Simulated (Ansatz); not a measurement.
Cartesian coordinates in Å:
```
C 0.298 0.102 -1.120
O -0.761 0.479 -0.254
Si -1.017 0.008 1.269
F -0.881 -1.582 1.356
I 0.656 0.953 2.805
H 0.085 0.517 -2.105
H 0.374 -0.985 -1.195
H 1.247 0.507 -0.757
```

Total charge 0; spin multiplicity 2. I: def2 effective core potential.

Problem. List the CAM-B3LYP/def2-TZVPP orbital energies in eV (Ansatz 0.2.0). (Best estimate.)

Solution. Ansatz gave: α occupied: -1803.35, -673.90, -523.23, -280.61, -188.33, -147.65, -134.56, -134.34, -134.32, -103.04, -102.98, -102.95, -54.22, -54.14, -54.13, -53.94, -53.94, -35.05, -30.63, -21.78, -21.35, -17.35, -15.88, -15.14, -15.03, -14.44, -14.14, -12.34, -11.17, -10.76, -9.45, -9.21, -7.92. α empty: 1.13, 1.53, 1.87, 2.49, 3.59, 3.83, 4.18, 4.52. β occupied: -1803.26, -673.84, -523.19, -280.60, -188.30, -147.53, -134.51, -134.32, -134.31, -102.91, -102.90, -102.78, -54.17, -54.10, -54.09, -53.92, -53.92, -34.91, -30.55, -21.64, -21.19, -17.10, -15.73, -15.06, -14.89, -14.32, -14.06, -11.96, -11.04, -10.54, -9.26, -9.15. β empty: -2.27, 1.44, 1.85, 2.08, 2.56, 3.62, 3.86, 4.26. ⟨S²⟩ = 0.754.
